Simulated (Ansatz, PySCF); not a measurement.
Ge(F)2(Br)(OH) (BrF₂GeHO), SMILES [OH][Ge]([F])([F])[Br]. Atoms are numbered in the order given.

```xyz
6

O      1.6434     1.2488     0.0000
Ge     0.0058     0.6516     0.0000
F     -0.8576     1.2685     1.3556
F     -0.8576     1.2685    -1.3556
Br     0.0121    -1.5969     0.0000
H      1.6776     2.2175     0.0000
```
Charge 0, spin multiplicity 1.

Coordinates come from a r2SCAN-D4/def2-SVP optimisation. Other conformers were not sampled.

Vertical ionisation energy (IE) and electron affinity (EA) in eV. Rows of orbital energies are one-electron estimates. Where ΔSCF, EOM or ADC give a negative EA the extra electron is unbound and the value depends on the basis.

| level | IE | EA |
|---|---|---|
| −ε(HOMO), −ε(LUMO), HF/def2-TZVP (PySCF) | 12.60 | -2.26 |
| −ε(HOMO), −ε(LUMO), PBE/def2-TZVP (PySCF) | 8.08 | 2.67 |
| ΔSCF, PBE0/def2-SVPD (Ansatz), final states of multiplicity 2 and 2 | 12.00 | 0.17 |
| ΔSCF, PBE/def2-SVPD (Ansatz), final states of multiplicity 2 and 2 | 11.47 | 0.38 |

Problem. What vertical singlet–triplet gap does ΔSCF give with PBE0/def2-SVPD (Ansatz, a first-principles code) and with PBE/def2-SVPD (Ansatz)? (An estimate is asked for; the answer gives what the named calculation found.)

Solution. 5.97 and 5.46 eV (triplet above singlet where positive).
